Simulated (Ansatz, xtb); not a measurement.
## Relative energy of two isomers of F3GeH2Si

Structure X: `F[Si](F)(F)[GeH2]`, a doublet. Structure Y: `[F][GeH][SiH](F)F`, a doublet. Both are isolated molecules in the gas phase, relaxed with PBE0-D3(BJ)/def2-SVP, each in the lowest conformer that the search found.

X (Å):

```yaml
atoms:
  - { symbol: F, position_ang: [0.3230, 1.2641, 1.9845] }
  - { symbol: F, position_ang: [-0.4256, -0.9886, 2.9867] }
  - { symbol: F, position_ang: [-2.1648, 0.5470, 1.8655] }
  - { symbol: Ge, position_ang: [-0.2853, -0.9189, -0.3710] }
  - { symbol: Si, position_ang: [-0.6548, 0.0116, 1.7494] }
  - { symbol: H, position_ang: [-1.2743, -2.0428, -0.7199] }
  - { symbol: H, position_ang: [1.1735, -1.3461, -0.5995] }
```

Y (Å):

```xyz
7

F    -2.9826   -0.0175    0.8026
F    -0.1108   -2.2452    2.2126
F     1.5626   -0.8783    0.7531
Ge   -1.5241   -0.4041   -0.0902
Si    0.1642   -0.7942    1.5609
H    -1.2765    0.8275   -1.0026
H     0.3082    0.1852    2.6678
```

Quicker runs give these differences E(Y) − E(X): GFN2-xTB −9.9 kcal/mol; HF/STO-3G +31.6 kcal/mol (at GFN2-xTB geometries); r2SCAN-D4/def2-SVP +27.6 kcal/mol (at GFN2-xTB geometries).

Question: Which of the two would you expect CCSD(T)/def2-SVP + ΔMP2/def2-TZVPP electronic energies to favour?

Answer: Structure X; the calculation gives E(Y) − E(X) = +27.7 kcal/mol.

The same difference at several levels:

```tsv
level	geometry	E(Y) − E(X) (kcal/mol)	departure from the last row (kcal/mol)	job, with rough time for the two
GFN2-xTB	GFN2-xTB	−9.9	−37.6	optimisation, 0.28 s
HF/STO-3G	GFN2-xTB	+31.6	+3.9	single point, 0.44 s
r2SCAN-D4/def2-SVP	GFN2-xTB	+27.6	−0.1	single point, 3.3 s
PBE0-D3(BJ)/def2-SVP	PBE0-D3(BJ)/def2-SVP	+24.0	−3.8	optimisation, 46 s
HF/def2-SVP	PBE0-D3(BJ)/def2-SVP	+24.9	−2.8	part of the CCSD(T) run
MP2/def2-SVP	PBE0-D3(BJ)/def2-SVP	+26.7	−1.1	part of the CCSD(T) run
CCSD(T)/def2-SVP	PBE0-D3(BJ)/def2-SVP	+25.7	−2.0	single point
CCSD(T)/def2-SVP + ΔMP2/def2-TZVPP	PBE0-D3(BJ)/def2-SVP	+27.7		single point, 50 s
```

As drawn, Y has 1 F–Ge, 1 Si–H in place of 1 F–Si, 1 Ge–H.

GFN2-xTB puts the two in the other order. The largest departure from CCSD(T)/def2-SVP + ΔMP2/def2-TZVPP is that of GFN2-xTB, 37.6 kcal/mol. The last row adds to CCSD(T) the change of the MP2 difference between the two basis sets, here +2.0 kcal/mol.

With harmonic frequencies from PBE0-D3(BJ)/def2-SVP (ideal gas, rigid rotor, one conformer each, 298.15 K, 1 atm): on the last row, ΔE + ΔZPE = +28.1 kcal/mol. A mode under 50 cm⁻¹ makes harmonic enthalpies and free energies unreliable, so none is given.

Open shells are spin-unrestricted. The correlated steps freeze 17 core orbitals; the filled d shell of Ge is correlated, in a basis made for valence electrons. Programs: Ansatz 0.2.0, xtb 6.7.1; the last row on 2 threads of Intel(R) Xeon(R) 6975P-C (Granite Rapids) on a shared host.
